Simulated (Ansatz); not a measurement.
Relaxation of ClH2InO2 (6 atoms, charge 0, multiplicity 1), to a largest force component of 0.02 eV/Å in at most 40 steps.

Computed with Ansatz, RKS r2SCAN/def2-SVP.

```xyz
6
Properties=species:S:1:pos:R:3:forces:R:3
In 0.000 0.000 0.000 0.03 -0.22 1.06
Cl 0.000 0.000 2.440 -0.01 0.03 -1.04
O 1.723 0.000 -0.995 0.71 -1.59 -0.30
H 2.023 -0.952 -1.150 -0.52 1.72 0.29
O -1.723 0.000 -0.995 -1.02 -1.53 0.25
H -2.233 -0.847 -0.786 0.82 1.59 -0.27
```

**Question.** Where does it end, and by what steps?

**Answer.** The forces met the threshold. After 10 steps the energy has fallen by 0.368 eV; H4 moved furthest, 0.67 Å.

| step | energy less start (eV) | largest force component (eV/Å) | accepted |
| --- | --- | --- | --- |
| 0 | 0.0000 | 1.715 | yes |
| 1 | -0.1304 | 1.419 | yes |
| 2 | -0.1194 | 1.927 | no |
| 3 | -0.1939 | 0.667 | yes |
| 4 | -0.2350 | 0.280 | yes |
| 5 | -0.2701 | 0.244 | yes |
| 6 | -0.3119 | 0.301 | yes |
| 7 | -0.3532 | 0.154 | yes |
| 8 | -0.3387 | 0.306 | no |
| 9 | -0.3661 | 0.057 | yes |
| 10 | -0.3678 | 0.012 | yes |

```xyz
6
Properties=species:S:1:pos:R:3
In 0.070 -0.241 0.079
Cl -0.216 0.137 2.370
O 1.915 -0.321 -0.651
H 1.883 -0.480 -1.607
O -1.522 -0.480 -1.098
H -2.338 -0.414 -0.579
```

Whether the end is a true minimum wasn't checked by a vibrational analysis.

Run time: 30 s on 1 thread of Intel(R) Xeon(R) 6975P-C (Granite Rapids), with other jobs on the host, peak memory 0.16 GiB.
